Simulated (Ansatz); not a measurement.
**A geometry optimisation of CH6O2Sn with PBE0-D3(BJ)/def2-SVP**

The starting geometry of this gas-phase singlet was optimised with GFN2-xTB.

```tsv
atom	x (Å)	y (Å)	z (Å)
C	0.0807	-0.8274	-0.5187
O	0.6905	-0.0519	0.4684
O	1.7502	0.6131	2.8902
Sn	0.4235	1.9082	1.2336
H	-0.9311	-1.1190	-0.2263
H	0.0258	-0.3047	-1.4791
H	0.6786	-1.7340	-0.6560
H	-1.0849	1.5867	2.3877
H	1.1230	0.3538	3.5714
H	1.7455	-0.1101	2.2452
```

Question: Where would you expect an optimisation with PBE0-D3(BJ)/def2-SVP to take it?

Answer: It keeps its bonds.

The energy falls by 0.29 eV over 16 steps:

```tsv
step	E − E(last) (eV)
1	0.287
3	0.069
4	0.055
6	0.047
8	0.030
9	0.019
11	0.009
13	0.001
14	0.000
16	0.000
```

Final geometry (Å):

```yaml
atoms:
  - { symbol: C, position_ang: [0.1643, -0.6948, -0.2587] }
  - { symbol: O, position_ang: [1.0558, 0.1805, 0.3551] }
  - { symbol: O, position_ang: [1.5810, 0.4794, 2.7791] }
  - { symbol: Sn, position_ang: [0.5056, 1.9764, 1.2817] }
  - { symbol: H, position_ang: [-0.7392, -0.8978, 0.3551] }
  - { symbol: H, position_ang: [-0.1899, -0.3186, -1.2384] }
  - { symbol: H, position_ang: [0.6609, -1.6631, -0.4547] }
  - { symbol: H, position_ang: [-1.0694, 1.2714, 1.8223] }
  - { symbol: H, position_ang: [0.9476, 0.0296, 3.3529] }
  - { symbol: H, position_ang: [1.5850, -0.0483, 1.9220] }
```

Frequencies at the end are all real (lowest 94 cm⁻¹). Atoms past krypton carry core potentials, without spin–orbit terms. Run with Ansatz 0.2.0, 30 s on 2 threads of Arm Neoverse V2, with other jobs on the host.
